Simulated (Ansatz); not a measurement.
Ansatz results at the PBE0-D4/def2-TZVP geometry: LUMO energy (PBE/def2-TZVPP) -1.33 eV; size of the dipole moment (ωB97M-V/def2-TZVPP) 1.86 D; LUMO energy (PBE0/def2-TZVPP) -0.55 eV.

Each molecule was computed in one conformer, which needn't be the lowest.

Which molecule gave them?
A. `[CH3][Al]([F])[CH2][SiH3]`
B. `C[CH2][Al]([F])[SiH3]`
C. `F[CH]([SiH3])[AlH][SiH3]`
D. `CC(O)(O)[TeH]`

A. The others give `F[CH]([SiH3])[AlH][SiH3]`: -2.81, 1.11, -2.06; `C[CH2][Al]([F])[SiH3]`: -2.15, 1.70, -1.40; `CC(O)(O)[TeH]`: -1.77, 1.43, -0.97.
